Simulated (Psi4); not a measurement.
H$_{3}$AlS$_{2}$, singlet, at a GFN2-xTB geometry (such geometries of metal compounds can be far from the true shape). Base run: CCSD(T)/cc-pVDZ (Psi4).

The Psi4 input:
```
memory 2 GB

molecule mol {
0 1
Al   -0.478742   -0.313917    0.287557
H    -1.621652   -1.063339    0.974047
S     1.542903   -0.611876    1.059245
H     1.080320   -1.447295    1.987968
S    -0.978387    0.982036   -1.398322
H    -2.267276    0.668992   -1.275020
}

set {
  basis cc-pvdz
  reference rhf
  freeze_core true
}

energy('ccsd(t)')
print_variables()
```

Q: The base was run again with changes. Order these runs by total energy, lowest first: method = mp4 | method = ccsd | method = mp3.

A: method = mp4 (ΔE vs base (mEh) 2.055), method = ccsd (ΔE vs base (mEh) 10.020), method = mp3 (ΔE vs base (mEh) 13.739)
